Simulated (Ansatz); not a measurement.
CdCl2, triplet, geometry from GFN2-xTB (such geometries of metal compounds can be far from the true shape) (a higher spin typed on purpose: for a closed-shell molecule this is an excited state) (all electrons, no relativity); PBE/3-21G (Ansatz, a first-principles code).

Input for Ansatz:
Ansatz 0.2 input:
```yaml
crystal:
  periodic: [false, false, false]
  atoms:
    - {symbol: Cd, position_ang: [-0.74733348, 0.29851729, -0.47268926]}
    - {symbol: Cl, position_ang: [1.83477169, -0.11884315, -0.37432263]}
    - {symbol: Cl, position_ang: [0.27534637, -0.72402919, 1.70897466]}
basis:
  gaussian:
    orbitals: 3-21G.json
hamiltonian:
  xc: pbe
magnetization: {spin_polarized: true, initial_magnetization: 2}
```
The basis file holds 3-21G in the JSON format of the Basis Set Exchange.

What does Ansatz print? Leave out banner, timings and long lists.


```
Functional definition: PBE
760 factors; integrals over basis functions are off by at most 2.1e-4 eV
mean field evaluation 1: about -173002.8533 eV, gradient 1.3e1 eV
mean field evaluation 2: about -173001.2661 eV, gradient 2.0e1 eV
mean field evaluation 4: about -173003.8122 eV, gradient 2.0e-1 eV
mean field evaluation 8: about -173003.8138 eV, gradient 5.7e-3 eV
mean field evaluation 16: about -173002.0594 eV, gradient 2.3e0 eV
mean field -173003.81375060 eV, -6357.7728891376 hartree, gradient 5.2e-6 eV, S^2 2.001212; 0 other end points of the search recorded, 0 dependent functions left out
reference -173003.81379546 eV, -6357.7728907863 hartree; 42, 40 occupied and 23, 25 virtual orbitals, 760 factors
Total energy: -173003.81379546 eV, -6357.7728907863 hartree
```
